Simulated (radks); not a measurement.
Ionisation of the gold ion Au+, [Xe] 4f14 5d10, to [Xe] 4f14 5d9 as the strength of local exchange is varied. Calculated with a radial shooting solver on a logarithmic mesh with Libxc functionals: scalar-relativistic Kohn-Sham, Slater X-alpha exchange (alpha = 2/3 is LDA exchange), no correlation, spin-polarised, spherical densities, point nucleus.

alpha,E(Au+) (hartree),exchange (hartree),IE (eV),-e of the level emptied (eV),<r> of it (bohr)
0.633,-18975.3590,-325.6182,19.333,13.749 (5d),1.600
0.664,-18991.4028,-341.8742,19.824,14.195 (5d),1.589
0.667,-18992.9562,-343.4489,19.872,14.238 (5d),1.588
0.715,-19017.8291,-368.6808,20.648,14.945 (5d),1.572
0.785,-19054.1645,-405.6010,21.813,16.012 (5d),1.548
0.87,-19098.3857,-450.6299,23.278,17.362 (5d),1.521
0.9,-19114.0192,-466.5740,23.808,17.853 (5d),1.512

NIST Atomic Spectra Database: 20.20 eV (measured). The Delta-SCF value meets it near alpha = 0.69. Open shells are spherical and high-spin; term and fine-structure splittings are not resolved. Spin-orbit splitting is averaged out at the scalar-relativistic level.
